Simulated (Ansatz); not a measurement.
```yaml
crystal:
  periodic: [false, false, false]
  atoms:
    - {symbol: Si, position_ang: [0.097084, 0.951333, 0.156620]}
    - {symbol: O, position_ang: [-0.001104, -0.428710, 1.041668]}
    - {symbol: Sn, position_ang: [-0.176769, -2.370208, 0.803370]}
    - {symbol: Br, position_ang: [-0.244512, -2.388211, -1.731901]}
    - {symbol: H, position_ang: [-1.121244, 1.139534, -0.675599]}
    - {symbol: H, position_ang: [0.220074, 2.098270, 1.094590]}
    - {symbol: H, position_ang: [1.287772, 0.929992, -0.734449]}
basis:
  gaussian: {orbitals: def2-TZVPP, fitting: {mean_field: def2-universal-jkfit}}
total_charge: 1
magnetization: {spin_polarized: true, initial_magnetization: 1}
hamiltonian: {xc: {name: HF}}
correlation: {active_space: {window: {electrons: 40, orbitals: 30}}}
output: {forces: true}
```

```sh
$ ansatz run in.yaml --threads 4 --pin off --events-out ev --progress --plain --max-ram 10444MiB
```

Problem. How does Ansatz answer? (Best estimate.)

Solution. The calculation gave: The program refused the input.
```
Error: invalid value for `correlation.active_space`: it starts from restricted Hartree–Fock orbitals; set hamiltonian.xc: hf without magnetization.spin_polarized
```
